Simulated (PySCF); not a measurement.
```xyz
3
charge 0 multiplicity 5, angstrom
Mo    0.0000    0.0000   -0.2076
F     1.7212    0.0000    0.5194
F    -1.7212    0.0000    0.5194
```

These are results of UPBE0/[Mo def2-TZVP with ECP28, F def2-TZVP], scalar-relativistic core potentials, density fitting, no spin–orbit coupling, PySCF, not measurements.

This geometry of MoF2 is a stationary point at this level.

(1) What is the point group?

(2) Is it a minimum?

(3) List the harmonic modes with their infrared intensities.

(4) What are the dipole moment and the gap between the highest occupied and lowest empty levels of either spin?

Results:

(1) C2v.

(2) Yes: all harmonic wavenumbers are real.

(3) 
| symmetry | ω (cm⁻¹) | IR (km/mol) | type |
| --- | --- | --- | --- |
| a1 | 138 | 9.9 | bend |
| a1 | 647 | 60.9 | stretch |
| b2 | 679 | 216 | stretch |

(4) 2.11 D and 3.85 eV.

This need not be the most stable arrangement of these atoms. Other spin states or occupations of the open shell can lie lower.
